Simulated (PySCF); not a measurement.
H₇NOSi₂.

```xyz
11

Si     1.8015     0.0677     0.3523
O      0.5091    -0.0725    -0.6776
Si    -1.1618    -0.0855    -0.6219
N     -1.8130     0.0783     0.9639
H      1.8020    -1.0304     1.3649
H      3.0527    -0.0099    -0.4485
H      1.7689     1.3722     1.0792
H     -1.6393     1.0629    -1.4339
H     -1.6094    -1.3913    -1.1701
H     -1.8678     0.9741     1.4368
H     -1.8435    -0.6952     1.6196
```
Charge 0, spin multiplicity 1.

Geometry: B3LYP-D3(BJ)/def2-SVP. The values are those of a single conformer.

Calculation: PBE/pcSseg-1 run with PySCF. Non-relativistic, no solvent.

Computed absolute GIAO shielding of each atom: isotropic value and principal components (ppm):
| atom | σ(iso) | σ11 | σ22 | σ33 | span |
|---|---|---|---|---|---|
| Si1 | 380.9 | 337.3 | 344.8 | 460.5 | 123.2 |
| O2 | 274.6 | 213.9 | 252.8 | 357.0 | 143.2 |
| Si3 | 372.3 | 340.8 | 377.2 | 399.0 | 58.2 |
| N4 | 224.2 | 197.6 | 221.5 | 253.4 | 55.8 |
| H5 | 26.0 | 22.8 | 24.5 | 30.6 | 7.8 |
| H6 | 26.2 | 23.1 | 24.4 | 31.0 | 7.8 |
| H7 | 26.0 | 22.8 | 24.5 | 30.6 | 7.8 |
| H8 | 26.2 | 22.4 | 24.7 | 31.6 | 9.2 |
| H9 | 26.2 | 22.4 | 24.7 | 31.6 | 9.2 |
| H10 | 29.9 | 24.2 | 25.8 | 39.7 | 15.6 |
| H11 | 29.9 | 24.2 | 25.8 | 39.7 | 15.6 |
